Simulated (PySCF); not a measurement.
Computed shifts of a molecule C₃H₈FNSi, PBE/pcSseg-1 (PySCF), GIAO, gas phase, atoms alike by connectivity averaged where their shifts nearly agree, in ppm (number of nuclei): ¹³C: 156.4 (1), 109.0 (1), 28.9 (1). ¹⁵N: 366.5 (1). ¹⁹F: -212.2 (1). ²⁹Si: -65.8 (1). ¹H: 8.10 (1), 6.76 (1), 4.23 (3), 2.33 (3). References: ¹³C against TMS (σ = 182.0 ppm); ¹⁵N against NH3 (σ = 267.0 ppm); ¹⁹F against CFCl3 (σ = 133.6 ppm); ²⁹Si against TMS (σ = 335.4 ppm); ¹H against TMS (σ = 31.49 ppm), references at their B3LYP-D3(BJ)/def2-TZVP geometries, non-relativistic. Geometry optimised at ωB97X-D3(BJ)/def2-SVP. Other conformers were not sampled.

Question: Identify the compound among the candidates.
(A) C/C=N\[SiH2]CF
(B) C/C=N/[C@H](F)[SiH3]
(C) C[SiH2]/C=N/CF
(D) CN([SiH3])/C=C/F

Answer: B, C/C=N/[C@H](F)[SiH3]
